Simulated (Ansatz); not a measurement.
Start from `N#C[SiH3]` and change one atom or group to get `N#C[SiH2]CF`.

Ansatz, PBE0-D4/def2-TZVP geometries, multiplicity 1. Each molecule was computed in one conformer, which needn't be the lowest.

```json
{"property": "HOMO–LUMO gap (B3LYP/def2-TZVPP) / eV", "`N#C[SiH3]`": "8.77"}
{"property": "HOMO–LUMO gap (ωB97M-V/def2-TZVPP) / eV", "`N#C[SiH3]`": "13.59"}
{"property": "HOMO energy (PBE/def2-TZVPP) / eV", "`N#C[SiH3]`": "-8.53"}
{"property": "zero-point energy (PBE0-D4/def2-TZVP) / kJ/mol", "`N#C[SiH3]`": "86.2"}
{"property": "LUMO energy (PBE0/def2-TZVPP) / eV", "`N#C[SiH3]`": "-0.62"}
{"property": "HOMO energy (B3LYP/def2-TZVPP) / eV", "`N#C[SiH3]`": "-9.61"}
```

Problem. Give the same properties after the change, and the shifts. (Best estimate.)

Solution. The calculation gave: 
| property | `N#C[SiH2]CF` | shift |
| --- | --- | --- |
| HOMO–LUMO gap (B3LYP/def2-TZVPP) / eV | 8.01 | -0.76 |
| HOMO–LUMO gap (ωB97M-V/def2-TZVPP) / eV | 12.73 | -0.86 |
| HOMO energy (PBE/def2-TZVPP) / eV | -7.80 | 0.73 |
| zero-point energy (PBE0-D4/def2-TZVP) / kJ/mol | 145.3 | 59.1 |
| LUMO energy (PBE0/def2-TZVPP) / eV | -0.84 | -0.22 |
| HOMO energy (B3LYP/def2-TZVPP) / eV | -9.09 | 0.52 |

With PBE0 the HOMO rises by 0.55 eV and the LUMO falls by 0.22 eV, so the gap narrows by about 0.77 eV. PBE moves the HOMO by 0.73 eV and ωB97M-V by 0.56 eV. The zero-point energy changes by 59.1 kJ/mol with +9 modes.

B3LYP here is the variant with VWN-RPA as its local correlation; programs differ in this.
